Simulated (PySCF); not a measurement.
Molecule: `CC[SiH2][SiH3]`, C$_{2}$H$_{10}$Si$_{2}$.

Cartesian coordinates in Å; atom numbers follow the order of the lines, from 1:
```xyz
14

C    -2.043    0.160    0.114
C    -1.332   -0.502    1.290
Si    0.424    0.134    1.596
Si    1.772   -0.193   -0.298
H    -2.112    1.251    0.243
H    -3.068   -0.223   -0.008
H    -1.513   -0.021   -0.835
H    -1.905   -0.360    2.223
H    -1.267   -1.594    1.141
H     1.040   -0.574    2.764
H     0.398    1.600    1.910
H     1.724   -1.628   -0.725
H     1.297    0.647   -1.442
H     3.197    0.168   -0.014
```

Geometry PBE0-D3(BJ)/def2-SVP throughout; GIAO in PySCF, gas phase, one conformer, non-relativistic; equivalent atoms averaged; basis pcSseg-2.

For orientation, BP86 gives these absolute shieldings σ: C1 166.4, C2 173.1, Si3 389.3, Si4 439.2, H10/H11 27.13, H12/H13/H14 27.65, H5/H6/H7 30.11, H8/H9 30.22 ppm.

A run gave: C1 166.8, C2 173.2, Si3 391.6, Si4 442.6, H10/H11 27.06, H12/H13/H14 27.59, H5/H6/H7 30.05, H8/H9 30.14 ppm (absolute shieldings σ).

Which functional was used in that run?
A. KT2
B. HF
C. B3LYP
D. PBE
E. OPBE

Results:

D. Si4 tells them apart best: PBE gives 442.6, HF gives 478.4, B3LYP gives 436.8, OPBE gives 465.6, KT2 gives 467.3 ppm.
